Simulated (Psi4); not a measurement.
Job for Psi4: SAPT0/jun-cc-pV(D+d)Z on CH6O2 (a complex), monomers drawn apart or pushed together.

```
memory 1800 MB

molecule dimer {
0 1
O    -0.11369052    0.04845715   -0.30979126
H     0.66019627   -0.16211307   -0.84043802
H     0.09777243   -0.25650983    0.58883937
--
0 1
C     0.30292929    0.77569104    3.80213410
O     0.43589199   -0.51362182    3.19920320
H    -0.68465950    1.20689116    3.61885549
H     1.05150580    1.41427727    3.33819343
H     0.49076384    0.73196631    4.87832840
H    -0.23016504   -1.10306499    3.56785183
units angstrom
symmetry c1
no_reorient
no_com
}

set {
  basis jun-cc-pV(D+d)Z
  scf_type df
  freeze_core true
}

energy('sapt0')
```

Output:

```
[...]
==> Input File <==

--------------------------------------------------------------------------
memory 1800 MB

molecule dimer {
0 1
O    -0.11369052    0.04845715   -0.30979126
H     0.66019627   -0.16211307   -0.84043802
H     0.09777243   -0.25650983    0.58883937
--
0 1
C     0.30292929    0.77569104    3.80213410
O     0.43589199   -0.51362182    3.19920320
H    -0.68465950    1.20689116    3.61885549
H     1.05150580    1.41427727    3.33819343
H     0.49076384    0.73196631    4.87832840
H    -0.23016504   -1.10306499    3.56785183
units angstrom
symmetry c1
no_reorient
no_com
}

set {
  basis jun-cc-pV(D+d)Z
  scf_type df
  freeze_core true
}

energy('sapt0')
--------------------------------------------------------------------------


   => Loading Basis Set <=

    Name: JUN-CC-PV(D+D)Z
    Role: ORBITAL
    Keyword: BASIS
    atoms 1, 5     entry O          line   256 file jun-cc-pv_dpd_z.gbs
    atoms 2-3, 6-9 entry H          line    60 file jun-cc-pv_dpd_z.gbs
    atoms 4        entry C          line   188 file jun-cc-pv_dpd_z.gbs

   => Loading Basis Set <=

    Name: JUN-CC-PV(D+D)Z
    Role: ORBITAL
    Keyword: BASIS
    atoms 1, 5     entry O          line   256 file jun-cc-pv_dpd_z.gbs
    atoms 2-3, 6-9 entry H          line    60 file jun-cc-pv_dpd_z.gbs
    atoms 4        entry C          line   188 file jun-cc-pv_dpd_z.gbs


  //>>>>>>>>>>>>>>>>>>>>>>>>>>>>>>>>>>>//
  //              Dimer HF             //
  //<<<<<<<<<<<<<<<<<<<<<<<<<<<<<<<<<<<//

   => Libint2 <=

    Primary   basis highest AM E, G, H:  7, 6, 3
    Auxiliary basis highest AM E, G, H:  7, 7, 4
    Onebody   basis highest AM E, G, H:  -, -, -
    Solid Harmonics ordering:            Gaussian


   => Loading Basis Set <=

    Name: JUN-CC-PV(D+D)Z
    Role: ORBITAL
    Keyword: BASIS
    atoms 1, 5     entry O          line   256 file jun-cc-pv_dpd_z.gbs
    atoms 2-3, 6-9 entry H          line    60 file jun-cc-pv_dpd_z.gbs
    atoms 4        entry C          line   188 file jun-cc-pv_dpd_z.gbs


         ---------------------------------------------------------
                                   SCF
               by Justin Turney, Rob Parrish, Andy Simmonett
                          and Daniel G. A. Smith
                              RHF Reference
                        1 Threads,   1716 MiB Core
         ---------------------------------------------------------

  ==> Geometry <==

    Molecular point group: c1
    Full point group: C1

    Geometry (in Angstrom), charge = 0, multiplicity = 1:

       Center              X                  Y                   Z               Mass
    ------------   -----------------  -----------------  -----------------  -----------------
         O           -0.113690520000     0.048457150000    -0.309791260000    15.994914619570
         H            0.660196270000    -0.162113070000    -0.840438020000     1.007825032230
         H            0.097772430000    -0.256509830000     0.588839370000     1.007825032230
         C            0.302929290000     0.775691040000     3.802134100000    12.000000000000
         O            0.435891990000    -0.513621820000     3.199203200000    15.994914619570
         H           -0.684659500000     1.206891160000     3.618855490000     1.007825032230
         H            1.051505800000     1.414277270000     3.338193430000     1.007825032230
         H            0.490763840000     0.731966310000     4.878328400000     1.007825032230
         H           -0.230165040000    -1.103064990000     3.567851830000     1.007825032230

  Running in c1 symmetry.

  Rotational constants: A =      0.89104  B =      0.04128  C =      0.03997 [cm^-1]
  Rotational constants: A =  26712.79634  B =   1237.62715  C =   1198.22069 [MHz]
  Nuclear repulsion =   73.936917014514989

  Charge       = 0
  Multiplicity = 1
  Electrons    = 28
  Nalpha       = 14
  Nbeta        = 14

  ==> Algorithm <==

  SCF Algorithm Type is DF.
  DIIS enabled.
  MOM disabled.
  Fractional occupation disabled.
  Guess Type is SAD.
  Energy threshold   = 1.00e-08
  Density threshold  = 1.00e-08
  Integral threshold = 1.00e-12

  ==> Primary Basis <==

  Basis Set: JUN-CC-PV(D+D)Z
    Blend: JUN-CC-PV(D+D)Z
    Number of shells: 42
    Number of basis functions: 84
    Number of Cartesian functions: 87
    Spherical Harmonics?: true
    Max angular momentum: 2

   => Loading Basis Set <=

    Name: (JUN-CC-PV(D+D)Z AUX)
    Role: JKFIT
    Keyword: DF_BASIS_SCF
    atoms 1, 5     entry O          line   258 file jun-cc-pvdz-jkfit.gbs
    atoms 2-3, 6-9 entry H          line    70 file jun-cc-pvdz-jkfit.gbs
    atoms 4        entry C          line   146 file jun-cc-pvdz-jkfit.gbs

  ==> Integral Setup <==

  DFHelper Memory: AOs need 0.022 GiB; user supplied 1.257 GiB.
  SCF_SUBTYPE=INCORE selected. In-core MEM_DF algorithm will be used.
  Using in-core AOs.

  ==> MemDFJK: Density-Fitted J/K Matrices <==

    J tasked:                   Yes
    K tasked:                 
[...]
683    84A     33.522237

    Final Occupation by Irrep:
              A
    DOCC [     9 ]
    NA   [     9 ]
    NB   [     9 ]

  @DF-RHF Final Energy:  -115.05678046102551

   => Energetics <=

    Nuclear Repulsion Energy =             40.1662389792847350
    One-Electron Energy =                -236.4674644592547281
    Two-Electron Energy =                  81.2444450189444751
    Total Energy =                       -115.0567804610255109

Computation Completed


Properties will be evaluated at   0.000000,   0.000000,   0.000000 [a0]

Properties computed using the SCF density matrix


 Multipole Moments:

 ------------------------------------------------------------------------------------
     Multipole            Electronic (a.u.)      Nuclear  (a.u.)        Total (a.u.)
 ------------------------------------------------------------------------------------

 L = 1.  Multiply by 2.5417464519 to convert [e a0] to [Debye]
 Dipole X            :        -11.7244376           11.2101516           -0.5142859
 Dipole Y            :         -5.0477934            5.2822408            0.2344474
 Dipole Z            :       -120.0437246          120.5827803            0.5390557
 Magnitude           :                                                    0.7810485

 ------------------------------------------------------------------------------------

  Constructing Basis Sets for SAPT...

   => Loading Basis Set <=

    Name: (JUN-CC-PV(D+D)Z AUX)
    Role: RIFIT
    Keyword: DF_BASIS_SAPT
    atoms 1, 5     entry O          line   188 file jun-cc-pvdz-ri.gbs
    atoms 2-3, 6-9 entry H          line    30 file jun-cc-pvdz-ri.gbs
    atoms 4        entry C          line   100 file jun-cc-pvdz-ri.gbs

   => Loading Basis Set <=

    Name: (JUN-CC-PV(D+D)Z AUX)
    Role: JKFIT
    Keyword: DF_BASIS_ELST
    atoms 1, 5     entry O          line   258 file jun-cc-pvdz-jkfit.gbs
    atoms 2-3, 6-9 entry H          line    70 file jun-cc-pvdz-jkfit.gbs
    atoms 4        entry C          line   146 file jun-cc-pvdz-jkfit.gbs


  //>>>>>>>>>>>>>>>>>>>>>>>>>>>>>>>>>>>//
  //               SAPT0               //
  //<<<<<<<<<<<<<<<<<<<<<<<<<<<<<<<<<<<//



        SAPT0
    Ed Hohenstein
     6 June 2009

      Orbital Information
  --------------------------
    NSO        =        84
    NMO        =        84
    NRI        =       279
    NRI (Elst) =       375
    NOCC A     =         5
    NOCC B     =         9
    FOCC A     =         1
    FOCC B     =         2
    NVIR A     =        79
    NVIR B     =        75

    Elst10,r            =    -0.005379460529 [Eh]
    Exch10              =     0.000928220467 [Eh]
    Exch10 (S^2)        =     0.000927516103 [Eh]

    Maxiter = 50
    CPHF R converge = 1.000000E-08

    Iter     Energy [mEh]          dE [mEh]         Residual      Time [s]
       1      -0.15094406       0.150944059     2.708751e-03             0
       2      -0.17630487       0.025360813     1.429086e-03             0
       3      -0.18790532       0.011600444     3.125381e-04             0
       4      -0.18727962      -0.000625696     7.596254e-05             0
       5      -0.18692580      -0.000353822     1.191629e-05             0
       6      -0.18700343       0.000077635     2.073783e-06             0
       7      -0.18699702      -0.000006411     4.142339e-07             0
       8      -0.18699701      -0.000000010     1.038057e-07             0
       9      -0.18699723       0.000000214     1.798093e-08             0
      10      -0.18699718      -0.000000042     3.187573e-09             0

    CHF Iterations converged

    Maxiter = 50
    CPHF R converge = 1.000000E-08

    Iter     Energy [mEh]          dE [mEh]         Residual      Time [s]
       1      -0.29163453       0.291634534     3.521975e-03             0
       2      -0.36059136       0.068956828     1.964652e-03             0
       3      -0.38065740       0.020066039     3.936241e-04             0
       4      -0.37896642      -0.001690985     1.047039e-04             0
       5      -0.37845755      -0.000508867     1.898721e-05             0
       6      -0.37858737       0.000129822     4.487058e-06             0
       7      -0.37858187      -0.000005505     1.466875e-06             0
       8      -0.37857646      -0.000005406     2.806794e-07             0
       9      -0.37857706       0.000000597     6.913495e-08             0
      10      -0.37857709       0.000000026     1.580500e-08             0
      11      -0.37857705      -0.000000032     4.392143e-09             0

    CHF Iterations converged

    Ind20,r (A<-B)      =    -0.000186997184 [Eh]
    Ind20,r (B<-A)      =    -0.000378577054 [Eh]
    Ind20,r             =    -0.000565574238 [Eh]
    Exch-Ind20,r (A<-B) =     0.000036644371 [Eh]
    Exch-Ind20,r (B<-A) =     0.000130112179 [Eh]
    Exch-Ind20,r        =     0.000166756551 [Eh]
    Disp20              =    -0.000697681779 [Eh]
    Disp20 (SS)         =    -0.000348840889 [Eh]
    Disp20 (OS)         =    -0.000348840889 [Eh]
    Exch-Disp20         =     0.000053282568 [Eh]
    Exch-Disp20 (SS)    =     0.000030459415 [Eh]
    Exch-Disp20 (OS)    =     0.000022823153 [Eh]

    SAPT Results
  --------------------------------------------------------------------------------------------------------
    Electrostatics                 -5.37946053 [mEh]      -3.37566245 [kcal/mol]     -14.12377167 [kJ/mol]
      Elst10,r                     -5.37946053 [mEh]      -3.37566245 [kcal/mol]     -14.12377167 [kJ/mol]

    Exchange                        0.92822047 [mEh]       0.58246714 [kcal/mol]       2.43704250 [kJ/mol]
      Exch10                        0.92822047 [mEh]       0.58246714 [kcal/mol]       2.43704250 [kJ/mol]
      Exch10(S^2)                   0.92751610 [mEh]       0.58202514 [kcal/mol]       2.43519319 [kJ/mol]

    Induction                      -0.51338253 [mEh]      -0.32215240 [kcal/mol]      -1.34788565 [kJ/mol]
      Ind20,r                      -0.56557424 [mEh]      -0.35490319 [kcal/mol]      -1.48491496 [kJ/mol]
      Exch-Ind20,r                  0.16675655 [mEh]       0.10464132 [kcal/mol]       0.43781926 [kJ/mol]
      delta HF,r (2)               -0.11456485 [mEh]      -0.07189053 [kcal/mol]      -0.30078996 [kJ/mol]

    Dispersion                     -0.64439921 [mEh]      -0.40436661 [kcal/mol]      -1.69186989 [kJ/mol]
      Disp20                       -0.69768178 [mEh]      -0.43780193 [kcal/mol]      -1.83176326 [kJ/mol]
      Exch-Disp20                   0.05328257 [mEh]       0.03343532 [kcal/mol]       0.13989336 [kJ/mol]
      Disp20 (SS)                  -0.34884089 [mEh]      -0.21890096 [kcal/mol]      -0.91588163 [kJ/mol]
      Disp20 (OS)                  -0.34884089 [mEh]      -0.21890096 [kcal/mol]      -0.91588163 [kJ/mol]
      Exch-Disp20 (SS)              0.03045941 [mEh]       0.01911357 [kcal/mol]       0.07997118 [kJ/mol]
      Exch-Disp20 (OS)              0.02282315 [mEh]       0.01432174 [kcal/mol]       0.05992218 [kJ/mol]

  Total HF                         -4.96462259 [mEh]      -3.11534771 [kcal/mol]     -13.03461483 [kJ/mol]
  Total SAPT0                      -5.60902181 [mEh]      -3.51971432 [kcal/mol]     -14.72648472 [kJ/mol]

  Special recipe for scaled SAPT0 (see Manual):
    Electrostatics sSAPT0          -5.37946053 [mEh]      -3.37566245 [kcal/mol]     -14.12377167 [kJ/mol]
    Exchange sSAPT0                 0.92822047 [mEh]       0.58246714 [kcal/mol]       2.43704250 [kJ/mol]
    Induction sSAPT0               -0.51300233 [mEh]      -0.32191383 [kcal/mol]      -1.34688744 [kJ/mol]
    Dispersion sSAPT0              -0.64427773 [mEh]      -0.40429038 [kcal/mol]      -1.69155094 [kJ/mol]
  Total sSAPT0                     -5.60852013 [mEh]      -3.51939951 [kcal/mol]     -14.72516756 [kJ/mol]
  --------------------------------------------------------------------------------------------------------



*** Psi4 exiting successfully. Buy a developer a beer!
```

The run finished.

Cost: about 7 core-seconds (a rough figure).
